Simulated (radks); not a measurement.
The numbers below are computed, except where a source is named.
Task: Spherical quantum dot in the effective-mass picture: electrons in a parabolic well V = omega^2 r^2 / 2 with omega = 1.52, all in effective atomic units (hartree* = m*/eps^2 hartree, bohr* = eps/m* bohr), one dielectric constant everywhere. Level of theory: non-relativistic Kohn-Sham, LDA (Slater exchange, Perdew-Wang correlation), spin-polarised, spherical densities (a radial shooting solver with Libxc functionals). Levels are named by radial order and angular momentum (1s, 1p, 1d, 2s, ...), and open shells are averaged over m. At N = 17 the configuration is 1s2 1p6 1d(up 5, down 4). Does electron 18 go into 1d down or 2s up or 2s down?

Result: Into 1d down. The total energies of the other choices lie higher by 0.125 hartree* (2s up), 0.138 hartree* (2s down).
